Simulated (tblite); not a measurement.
C5H14SSi2.
Z-matrix (Å and degrees, GFN2-xTB geometry), rows numbered from 1:
```
C 
C   1  1.5266
C   2  1.5013  1  110.54
C   3  1.3361  2  122.18  1  -105.71
Si  4  1.8846  3  127.35  2    -1.67
Si  3  1.8910  2  116.11  1    71.51
S   6  2.1490  3  109.89  2   155.25
C   7  1.8212  6  100.11  3   -59.15
H   1  1.0876  2  110.53  3   178.84
H   1  1.0876  2  110.11  3    58.85
H   1  1.0879  2  110.53  3   -60.88
H   2  1.0920  1  109.33  3  -121.33
H   2  1.0933  1  108.98  3   120.58
H   4  1.0858  3  117.15  2   178.35
H   5  1.4659  4  110.72  3    57.27
H   5  1.4634  4  107.84  3   177.22
H   5  1.4684  4  109.85  3   -63.60
H   6  1.4649  3  109.90  2    37.24
H   6  1.4559  3  114.28  2   -89.88
H   8  1.0846  7  106.90  6   176.85
H   8  1.0856  7  109.54  6   -64.04
H   8  1.0858  7  109.69  6    57.44
```

Computed values, GFN2-xTB/tblite, gas phase, harmonic and unscaled. The method is semi-empirical: single wavenumbers can be off by several per cent or more. Modes of hydrogen on silicon can be 10 to 20 % off. One conformer, not necessarily the lowest.

Harmonic wavenumbers (cm⁻¹): 31.3, 49.8, 54.1, 83.2, 107.4, 118.1, 139.2, 165.4, 193.1, 213.4, 223.6, 287.9, 360.4, 430.5, 501.8, 527.7, 537.3, 567.4, 606.8, 681.6, 717.4, 727.5, 751.3, 769.4, 794.0, 795.1, 804.9, 832.1, 840.3, 947.7, 959.4, 970.0, 1076.4, 1085.2, 1135.9, 1242.5, 1293.9, 1320.3, 1320.9, 1408.6, 1455.9, 1460.3, 1481.4, 1499.0, 1505.1, 1630.2, 2218.3, 2239.2, 2239.8, 2265.6, 2323.2, 2954.2, 2974.9, 3003.6, 3025.6, 3030.7, 3031.7, 3033.2, 3039.0, 3060.6.

A = 1440, B = 700.6, C = 523.9 MHz; mass 162.035 u (most abundant isotopes); point group C1, symmetry number 1.

Problem. What is the zero-point energy?

Solution. Half the sum of the wavenumbers: 36572 cm⁻¹ = 437.50 kJ/mol.

Problem. Entropy at 350 K, 1 bar (ideal gas, RRHO, classical rotation)?

Solution. Translation 175.64, rotation 130.81, vibration 223.45: S = 529.9 J/(mol K).

Problem. And Cp and H(350 K) − H(0)?

Solution. Cp = 232.41 J/(mol K), of which vibrations give 199.15 (their classical limit is 60 R = 498.9); H(350 K) − H(0) = 49.80 kJ/mol without the zero-point energy, 38.16 from vibrations.

Problem. What must be added to the electronic energy to get the Gibbs energy at 350 K and 1 bar?

Solution. ZPE + [H(350 K) − H(0)] − T·S = 437.50 + 49.80 − 185.47 = 301.83 kJ/mol.

Problem. How do the functions run with temperature in this model?

Solution. 
| T (K) | S (J/(mol K)) | Cp (J/(mol K)) | H − H(0) (kJ/mol) | G − H(0) (kJ/mol) | ln q(vib) |
| --- | --- | --- | --- | --- | --- |
| 150 | 380.6 | 132.4 | 13.15 | -43.94 | 5.77 |
| 250 | 460.2 | 183.7 | 28.94 | -86.10 | 9.91 |
| 298.15 | 494.6 | 207.9 | 38.37 | -109.10 | 11.79 |
| 400 | 562.4 | 254.1 | 61.97 | -162.98 | 15.61 |
| 600 | 679.3 | 323.2 | 120.13 | -287.47 | 22.61 |
| 900 | 824.3 | 391.2 | 228.10 | -513.80 | 32.03 |

q(vib) and H(0) count from the zero-point level.

Problem. Which modes carry the vibrational entropy at 350 K?

Solution. 31.3 cm⁻¹: 25.37; 49.8 cm⁻¹: 21.52; 54.1 cm⁻¹: 20.83; 83.2 cm⁻¹: 17.28; 107.4 cm⁻¹: 15.18; 118.1 cm⁻¹: 14.40 J/(mol K); the other 54 give 108.87 together.

Problem. Blend soft modes into free rotors: weight 1/[1 + (100 cm⁻¹/ν̃)⁴] for the oscillator and the rest for a rotor with moment μB/(μ + B), μ = h/(8π²ν), B = 10⁻⁴⁴ kg m². What vibrational entropy results?

Solution. 199.48 J/(mol K) in place of 223.45, which changes −T·S at 350 K by +8.39 kJ/mol.

Hindered rotation and anharmonicity are outside this model. Other conformers, if any are populated, would add a mixing term that is left out. The structure is chiral; the term R ln 2 for an equal mix with its mirror image is left out.
